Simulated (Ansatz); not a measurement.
C5H14F2Si2, SMILES `C[Si](C)(C)C[Si](C)(F)F`. Charge 0, multiplicity 1. Geometry: relaxed with PBE0-D4/def2-TZVP. It is one conformer, not always the lowest.

```xyz
23

C     0.966    2.117   -0.078
Si    1.141    0.272    0.174
C     2.312   -0.060    1.600
C     1.797   -0.540   -1.379
C    -0.540   -0.472    0.618
Si   -1.919   -0.310   -0.586
C    -3.530   -1.063   -0.090
F    -2.171    1.239   -0.894
F    -1.481   -0.956   -1.981
H     0.289    2.345   -0.904
H     1.937    2.568   -0.300
H     0.570    2.603    0.818
H     1.950    0.395    2.525
H     2.428   -1.133    1.777
H     3.304    0.352    1.392
H     1.136   -0.366   -2.231
H     1.893   -1.621   -1.250
H     2.786   -0.145   -1.630
H    -0.869   -0.025    1.565
H    -0.395   -1.542    0.818
H    -3.422   -2.137    0.075
H    -3.902   -0.612    0.833
H    -4.280   -0.910   -0.870
```

(1) What is the dipole moment at PBE/def2-TZVPP? (An estimate is asked.)

(2) And with r2SCAN, B3LYP, ωB97M-V? (An estimate is asked.)

(3) Give the Mulliken charges with PBE, B3LYP, r2SCAN in def2-TZVPP. (Estimate.)

Answers

(1) Computed: 2.10 D, with components (0.09, -0.91, 1.89) D in this frame, pointing from negative to positive charge.

(2) The calculation gave: r2SCAN 2.14 D, B3LYP 2.17 D, ωB97M-V 2.15 D.

(3) The calculation gave: 
```
atom    PBE  B3LYP  r2SCAN
  C1  -0.36  -0.38   -0.30
 Si2   0.33   0.46    0.44
  C3  -0.38  -0.40   -0.32
  C4  -0.36  -0.38   -0.30
  C5  -0.31  -0.36   -0.34
 Si6   0.70   0.83    0.83
  C7  -0.40  -0.41   -0.33
  F8  -0.29  -0.33   -0.33
  F9  -0.29  -0.33   -0.33
 H10   0.10   0.10    0.08
 H11   0.09   0.09    0.06
 H12   0.09   0.09    0.07
 H13   0.09   0.09    0.06
 H14   0.09   0.09    0.06
 H15   0.10   0.09    0.07
 H16   0.10   0.10    0.08
 H17   0.09   0.09    0.07
 H18   0.09   0.09    0.06
 H19   0.09   0.09    0.07
 H20   0.09   0.09    0.07
 H21   0.10   0.10    0.07
 H22   0.10   0.10    0.07
 H23   0.11   0.11    0.08
```

B3LYP here is the variant with VWN-RPA as its local correlation; programs differ in this.
